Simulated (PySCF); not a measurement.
SMILES N[SiH2][SiH2][Si](O)(O)O, singlet, GFN2-xTB optimised geometry.

```
16

Si     0.17    -2.33     0.00
O      1.80    -2.33     0.00
O     -0.21    -3.29     1.28
O     -0.31    -2.97    -1.42
Si    -0.80    -0.27     0.00
Si    -0.39     1.06    -1.86
N     -1.12     2.63    -1.83
H      2.25    -2.34     0.83
H     -1.11    -3.49     1.48
H      0.14    -3.73    -1.78
H     -0.41     0.45     1.24
H     -2.25    -0.41     0.23
H      1.04     1.37    -2.03
H     -0.90     0.49    -3.11
H     -2.12     2.69    -1.89
H     -0.79     3.29    -1.15
```

Density from CAM-B3LYP/def2-TZVP (PySCF) at that geometry.

Minimum of the electron density along straight lines between bonded atoms, close to the bond critical point (lines longer than 1.1 times the sum of covalent radii, or with two minima, are not listed):

| bond | length / Å | ρ at the minimum / e bohr⁻³ | ∇²ρ there / e bohr⁻⁵ | position (fraction from the first atom) |
|---|---|---|---|---|
| Si1–O2 | 1.630 | 0.145 | 0.86 | 0.41 |
| Si1–O3 | 1.642 | 0.140 | 0.81 | 0.41 |
| Si1–O4 | 1.628 | 0.145 | 0.88 | 0.41 |
| Si1–Si5 | 2.279 | 0.107 | ? | 0.64 |
| Si5–Si6 | 2.320 | ? | -0.19 | 0.53 |
| Si6–N7 | 1.734 | 0.130 | ? | 0.40 |
| O2–H8 | 0.952 | 0.362 | -2.51 | 0.81 |
| O3–H9 | 0.951 | 0.363 | -2.51 | 0.81 |
| O4–H10 | 0.954 | 0.359 | -2.47 | 0.81 |
| Si5–H11 | 1.485 | 0.118 | 0.17 | 0.49 |
| Si5–H12 | 1.484 | 0.118 | 0.17 | 0.49 |
| Si6–H13 | 1.470 | 0.125 | 0.17 | 0.49 |
| Si6–H14 | 1.468 | 0.125 | 0.17 | 0.49 |
| N7–H15 | 1.007 | 0.337 | -1.64 | 0.73 |
| N7–H16 | 1.007 | 0.337 | -1.64 | 0.73 |

Q: Complete the blanks.

A: 
- Si1–Si5, ∇²ρ there / e bohr⁻⁵: -0.15
- Si5–Si6, ρ at the minimum / e bohr⁻³: 0.099
- Si6–N7, ∇²ρ there / e bohr⁻⁵: 0.52
